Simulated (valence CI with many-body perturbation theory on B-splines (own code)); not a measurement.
## Cs40+ in brief

Method: configuration interaction combined with many-body perturbation theory (CI+MBPT): five valence electrons over a frozen Dirac-Fock core [Ne], radial functions for each j: 9 s, 9 p, 8 d, 6 f, 3 g, 1 h, with the one-electron correlation potential Σ1, the two-electron term Σ2, the three-electron term Σ3, Breit, model QED; selected CI, second order for the rest (own B-spline code, finite nucleus).

The last digits are not significant, and no measured levels were compared; by estimate large intervals hold to a few tenths of a per cent, small ones and those within an open d or f shell to about a per cent. Among the levels kept, up to 610 cm⁻¹ of a level comes from second order outside the variational space, and about a tenth of that is noise between levels of different J, which matters for small intervals.

Levels are named by their leading jj configuration (3d3/2^4 stands for four electrons in 3d with j = 3/2), which in mixed levels can hold well under half, so a name can repeat and another be missing.

Rates and lifetimes use the calculated energies. Strong lines usually hold to 10 to 20 %, long lifetimes can be off by a factor of two.

Task: What is the ground level?

Result: (3s^2 3p1/2^2 3p3/2) J=3/2, composition 44 % 3s2 3p3 2P° + 30 % 3s2 3p3 4S° + 25 % 3s2 3p3 2D°, g = 1.394.

Task: Among levels below 384.75 eV, which E1 lines absorb most strongly from the ground level?

Result: to (3s^2 3p1/2 3p3/2 3d3/2) J=3/2 at 4.663 nm, f = 0.278; to (3s^2 3p1/2 3p3/2 3d3/2) J=5/2 at 4.739 nm, f = 0.234; to (3s^2 3p1/2 3p3/2 3d3/2) J=1/2 at 4.663 nm, f = 0.100.

Task: What is the ionisation energy?

Result: 2946.9 eV; NIST lists 2945 ± 4 eV (theoretical).

Task: Where does the other parity begin?

Result: At (3s^2 3p1/2^2 3d3/2) J=3/2, 155.52 eV.

Task: Name the longest-lived excited levels whose lifetime is computed, and their main decay.

Result: (3s^2 3p1/2 3p3/2^2) J=5/2 at 86.40 eV lives 1.06 μs, mostly by M1 to (3s^2 3p1/2^2 3p3/2) J=3/2; (3s^2 3p1/2 3p3/2^2) J=1/2 at 96.71 eV lives 262 ns, mostly by M1 to (3s^2 3p1/2^2 3p3/2) J=3/2; (3s^2 3p1/2 3p3/2^2) J=3/2 at 78.04 eV lives 198 ns, mostly by M1 to (3s^2 3p1/2^2 3p3/2) J=3/2. The lifetime of (3s^2 3p1/2 3p3/2 3d5/2) J=9/2 is too uncertain to give, and may be longer.

Task: How well does LS coupling describe the low levels?

Result: Among the lowest 20 levels the leading LS term, summed over configurations, holds 51 % on average. For single configurations the figures are 47 % in LS and 85 % in jj coupling. Terms mix most in the J = 3/2 level at 234.09 eV, where the leading one holds 31 %.

Task: What are the static dipole polarisabilities of the lowest levels?

Result: (3s^2 3p1/2^2 3p3/2) J=3/2 0.0117 (tensor 0.00092) bohr³, of which the core gives 0.000173.
